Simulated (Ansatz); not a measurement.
The cluster SnO₂. The state is a triplet with charge 0. Geometry B3LYP-D4/def2-TZVP; atoms count from 1.

```xyz
3

Sn   -0.112   -0.813   -0.321
O     0.112   -0.145    1.537
O     0.000    0.958   -1.216
```

In the def2 sets Sn takes a core potential; there is no spin–orbit coupling. At PBE0-D4/def2-TZVP a singlet of charge 0 lies 0.87 eV below the triplet, each at its own geometry. The structure comes from a short search, and lower isomers may exist.

Q: Estimate the Mulliken populations from the PBE0/def2-TZVP orbitals of Ansatz.

A: 
| atom | charge (e) | spin (α − β) |
| --- | --- | --- |
| Sn1 | 0.82 | -0.03 |
| O2 | -0.41 | 1.01 |
| O3 | -0.41 | 1.01 |
Mulliken values depend strongly on the basis.

Q: Where does the spin sit?

A: Summed by element: Sn -0.03, O 2.03, of 2 unpaired in all. Largest on single atoms: O2 1.01, O3 1.01, Sn1 -0.03.

Q: And the Mayer bond orders between heavy atoms (over 0.3)?

A: Sn1–O2 1.03 (1.99 Å); Sn1–O3 1.03 (1.99 Å).
